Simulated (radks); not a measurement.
The numbers below are computed, except where a source is named.
All-electron atom: the tin ion Sn4+ in [Kr] 4d10.

Level of theory: scalar-relativistic Kohn-Sham, r2SCAN, spin-polarised, spherical densities, finite nucleus; meta-GGA in the generalised Kohn-Sham scheme; Fermi nuclear charge, rms radius 4.6519 fm (a radial shooting solver on a logarithmic mesh with Libxc functionals).

Energy parts (eV):
total: -168016.701
kinetic: 175425.493
electron-nucleus: -404324.036
Hartree: 65352.331
exchange-correlation: -4470.489

Orbitals (lengths in bohr, moments of r in powers of bohr):
1s: occ. 2; eigenvalue (eV) -29110.14; <r> 0.02906; <r^2> 0.001143
2s: occ. 2; eigenvalue (eV) -4446.218; <r> 0.1255; <r^2> 0.01856
2p: occ. 6; eigenvalue (eV) -3992.765; <r> 0.1096; <r^2> 0.01467
3s: occ. 2; eigenvalue (eV) -898.5529; <r> 0.3386; <r^2> 0.1311
3p: occ. 6; eigenvalue (eV) -749.2830; <r> 0.3372; <r^2> 0.1319
3d: occ. 10; eigenvalue (eV) -519.9420; <r> 0.3146; <r^2> 0.1174
4s: occ. 2; eigenvalue (eV) -179.7375; <r> 0.8201; <r^2> 0.7601
4p: occ. 6; eigenvalue (eV) -134.4388; <r> 0.8849; <r^2> 0.8928
4d: occ. 10; eigenvalue (eV) -68.2521; <r> 1.065; <r^2> 1.331
5s: occ. 0; eigenvalue (eV) -45.1804; <r> 2.031; <r^2> 4.615
5p: occ. 0; eigenvalue (eV) -34.9018; <r> 2.349; <r^2> 6.181

The highest occupied level is 4d at -68.252 eV. For comparison, the ionisation energy in NIST's Atomic Spectra Database is 77.03 eV (measured). In exact Kohn-Sham theory the highest level is minus the ionisation energy, but local and semilocal functionals leave it too shallow, through self-interaction and a potential that decays too fast; potentials with the right tail come closer. The electron density at the nucleus is 1.964e+05 e/bohr^3 (large components only). Summed over all electrons, <r^2> = 22.54 bohr^2, which gives a Langevin (diamagnetic) susceptibility term of -17.9 x 10^-6 cm^3/mol.
